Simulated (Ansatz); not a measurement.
Si₂₁H₂₈, a nanocrystal cut from hexagonal silicon, relaxed as a singlet with RKS PBE-D4/def2-SVP in Ansatz, starting from the GFN2-xTB geometry. Force threshold 0.03 eV/Å.

Single mean-field runs in def2-SVP are fitted with def2-universal-jkfit.

Start:

```xyz
49

Si   -3.795   -0.091   -2.765
Si   -2.425   -1.638   -1.706
Si    1.590   -0.802   -3.591
Si    2.912   -2.429   -2.595
Si   -0.798    2.252   -3.011
Si   -3.008    2.052   -2.276
Si    0.630    0.666   -2.027
Si   -0.691   -0.660   -0.479
Si    2.893   -2.108   -0.282
Si    0.717   -2.247    0.611
Si   -3.022    2.371    0.038
Si   -1.713    0.790    1.180
Si   -2.964   -0.565    2.636
Si    0.533   -1.985    2.945
Si   -1.674   -2.191    3.675
Si    2.334    1.650   -0.697
Si    3.686    0.018    0.350
Si    1.361    3.060    0.876
Si    0.109    1.766    2.348
Si    3.669    0.292    2.670
Si    1.456    0.133    3.400
H    -3.840   -0.315   -4.218
H    -5.198   -0.239   -2.350
H    -1.833   -2.580   -2.665
H    -3.194   -2.503   -0.800
H     0.494   -1.423   -4.350
H     2.341   -0.074   -4.622
H     2.441   -3.777   -2.944
H     4.285   -2.408   -3.121
H    -0.718    2.162   -4.476
H    -0.268    3.591   -2.719
H    -3.858    3.066   -2.935
H     3.732   -3.124    0.385
H     0.167   -3.570    0.256
H    -4.394    2.363    0.565
H    -2.528    3.712    0.384
H    -4.041   -1.188    1.850
H    -3.695    0.239    3.626
H     1.384   -3.005    3.593
H    -2.199   -3.536    3.398
H    -1.759   -2.096    5.141
H     3.201    2.440   -1.591
H     5.067    0.151   -0.150
H     0.502    4.048    0.210
H     2.355    3.887    1.571
H    -0.449    2.631    3.405
H     4.526   -0.700    3.332
H     4.276    1.572    3.067
H     1.403    0.341    4.859
```

Estimate the energy that the relaxation releases and the steps that it takes.

0.72 eV, in 4 steps; 17 s on 2 threads of AMD EPYC 7R13 on a shared host and a share (18 GiB) of an NVIDIA H100 80GB HBM3. No frequencies were taken in this run, so the end may be a saddle point.

Does the start keep its bonding and symmetry?

By distances, no bond broke or formed. The bond that changes most is Si8–Si12, from 2.43 to 2.35 Å (atoms count from 1). Point group Cs at the start, Cs at the end, both within 0.05 Å.

Predict the relaxed structure.


```xyz
49

Si   -3.7427   -0.0929   -2.7281
Si   -2.3750   -1.7085   -1.6685
Si    1.5048   -0.7996   -3.5728
Si    2.8695   -2.4410   -2.5458
Si   -0.7482    2.2872   -2.9923
Si   -2.9711    2.0805   -2.2510
Si    0.6019    0.6470   -1.9568
Si   -0.6645   -0.6468   -0.4610
Si    2.8738   -2.1314   -0.2124
Si    0.6659   -2.3045    0.5746
Si   -2.9896    2.4073    0.0785
Si   -1.6551    0.7661    1.1322
Si   -2.9725   -0.5644    2.5510
Si    0.5941   -2.0123    2.9056
Si   -1.6402   -2.2050    3.6209
Si    2.3290    1.6685   -0.7369
Si    3.6702    0.0211    0.3104
Si    1.3378    3.0869    0.8594
Si    0.0690    1.7869    2.3569
Si    3.6391    0.3029    2.6479
Si    1.4135    0.1387    3.3988
H    -3.7290   -0.3127   -4.2206
H    -5.1656   -0.2354   -2.2473
H    -1.7623   -2.6259   -2.6975
H    -3.2000   -2.5503   -0.7269
H     0.3774   -1.4643   -4.3237
H     2.3156   -0.0018   -4.5640
H     2.3438   -3.8174   -2.8710
H     4.2767   -2.3383   -3.0805
H    -0.6816    2.1097   -4.4896
H    -0.2228    3.6632   -2.6631
H    -3.8494    3.1044   -2.9321
H     3.7405   -3.1653    0.4680
H     0.0998   -3.6590    0.2125
H    -4.4007    2.3109    0.6053
H    -2.4628    3.7825    0.4086
H    -4.0540   -1.2310    1.7368
H    -3.6410    0.3101    3.5828
H     1.4671   -3.0470    3.5768
H    -2.1597   -3.5814    3.2860
H    -1.7184   -2.0258    5.1171
H     3.1925    2.4793   -1.6753
H     5.0839    0.1606   -0.2050
H     0.4300    4.0687    0.1587
H     2.3956    3.8656    1.6021
H    -0.5317    2.6745    3.4223
H     4.4786   -0.7670    3.3018
H     4.2097    1.6516    3.0138
H     1.3582    0.3549    4.8933
```
Bond lengths: 28 × Si–Si 2.35 to 2.37 Å; 28 × H–Si 1.51 Å.
